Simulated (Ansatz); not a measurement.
Basis-set extrapolation for `[CH3][AlH][O]BN` (PBE0-D4/def2-TZVP geometry, frozen core, Ansatz 0.2.0). Multiplicity 1, RHF reference.

```json
{"": "HF", "def2-TZVPP": "-438.110427", "def2-QZVPP": "-438.127678"}
{"": "MP2 correlation", "def2-TZVPP": "-0.803771", "def2-QZVPP": "-0.862097"}
{"": "CCSD(T) correlation", "def2-TZVPP": "-0.874774", "def2-QZVPP": "not run"}
```

Energies in hartree. Use E(X) = E(∞) + A·exp(−7.88·√X) for Hartree–Fock and E(X) = E(∞) + B·X^(−2.97) for correlation, with X = 3 and 4, and add CCSD(T) minus MP2 of the smaller set to the MP2 limit.

Task: What is the CCSD(T) energy at the basis-set limit?

Result: HF limit: -438.127678 + (-0.017251) × 0.13774 = -438.13005. MP2 limit: -0.862097 + (-0.058326) × 0.74074 = -0.90530. Higher-order term: -0.874774 − (-0.803771) = -0.07100. Total: -439.10635 hartree, 3.30 eV below CCSD(T)/def2-TZVPP.
